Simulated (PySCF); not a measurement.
# One molecule, several mistakes: CGeH5Si cation

These are calculations, not measurements. The program is PySCF 2.14.0, an open-source quantum chemistry code, run on an isolated molecule that a program drew, which may never have been made. The molecule is CGeH5Si cation (charge +1, singlet), drawn as the SMILES string `[SiH2+][CH]=[GeH2]`.

Each row is a Hartree-Fock (HF) and frozen-core CCSD(T) single point in the cc-pV(D+d)Z basis, meant for a local HF minimum. Run 1 is clean. Each other run has one planted mistake out of seven kinds, and not every kind appears here: one electron removed, one electron added, multiplicity raised by two, geometry at a saddle point, minimal basis STO-3G, one bond length entered in bohr, all coordinates scaled. The reference is restricted for singlets and unrestricted otherwise, and also for a bond in bohr. Adding or removing an electron swaps singlet and doublet. Electrons count all cores. HOMO and LUMO are orbital energies over both spins, the gradient is its largest component, and the lowest frequency (negative if imaginary) is given only where the gradient is small. Bond lengths are over the 7 bonds as drawn. T1 is the CCSD diagnostic: over 0.02 (restricted) or 0.045 (unrestricted) a single reference is doubtful. Germanium has the cc-pVDZ-PP basis, with a core potential (ECP10MDF) in place of its 10 inner electrons, and its 3s, 3p and 3d shells are frozen in CCSD(T).

Geometry of the clean run:
```xyz
8
CGeH5Si cation, angstrom
Si    1.4887    0.2699    0.1568
C     0.1262    1.0285   -0.6025
Ge   -1.5638    0.3594   -0.5348
H     1.3206   -0.9791    0.9019
H     2.8368    0.8315    0.0883
H     0.2675    1.9547   -1.1518
H    -2.7245    1.0528   -1.2078
H    -1.8541   -0.9268    0.2078
```

```
run  electrons  basis functions  <S^2>  HOMO (eV)  LUMO (eV)  gradient (hartree/bohr)  lowest frequency (cm^-1)  mean bond (Å)  longest bond (Å)      T1  HF (hartree)  CCSD(T) (hartree)                          mistake
  1         56               85  0.000     -14.77      -4.78                  3.1e-05                       173         1.5127             1.819  0.0138    -622.78876         -623.14915                         no fault
  2         56               85  0.864     -14.76      -5.02                  1.1e-02                         -         1.6988             2.767  0.0482    -622.67436         -623.02307  one bond length entered in bohr
  3         56               85  2.018     -11.51      -6.38                  7.2e-02                         -         1.5127             1.819  0.0180    -622.70152         -623.03583       multiplicity raised by two
  4         56               85  0.000     -14.44      -4.82                  1.8e-02                         -         1.5566             1.872  0.0149    -622.78252         -623.14793           all coordinates scaled
  5         57               85  1.041      -6.43       1.87                  2.2e-02                         -         1.5127             1.819  0.0361    -622.99501         -623.36974                                ?
```

**Which mistake was planted in run 5, and what did it cost?**

It counts 57 electrons, one more than the clean run, at the same geometry and basis. So the mistake is: one electron added. Subtracting run 1 and multiplying by 627.51 kcal/mol a hartree, the energy moved by -129.4 kcal/mol in HF and -138.4 kcal/mol in CCSD(T).

Cautions from the logs. Run 2: T1 is over the limit, so its CCSD(T) energy is less reliable.
